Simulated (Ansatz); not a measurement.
A series at Si: from `Br[SiH](Br)Br`, ligands are replaced one by one, each step taking up H₂ and setting free HBr; n counts the steps. Ansatz, PBE0-D4/def2-TZVP geometries.

| n | molecule | HOMO energy, ωB97M-V/def2-TZVPP (eV) |
| --- | --- | --- |
| 0 | `Br[SiH](Br)Br` | -10.76 |
| 1 | `Br[SiH2]Br` | -10.83 |
| 2 | `[SiH3]Br` | ? |
| 3 | SiH₄ | -12.14 |

Problem. By hand: fit a straight line y = ȳ + b (n − n̄) to the 3 given rows and predict n = 2.

Solution. n̄ = 1.333, ȳ = -11.243; Σ(n − n̄)(y − ȳ) = -2.277, Σ(n − n̄)² = 4.667, so b = -0.488 eV a step. Prediction: -11.243 + (-0.488) × (0.667) = -11.57 eV.

Problem. By hand: compare with the computed value, -10.69 eV, and give the steps along the whole series.

Solution. The line misses by 0.88 eV (computed minus predicted). Steps: -0.07, 0.14, -1.45 eV.

The steps change sign along the series, so a line is a poor guide. The highest orbital can change its character along such a series. The miss is 60.7 % of the series' range.

Spin–orbit coupling is left out; it splits and shifts lone-pair levels of the heavy atoms by tenths of an eV.
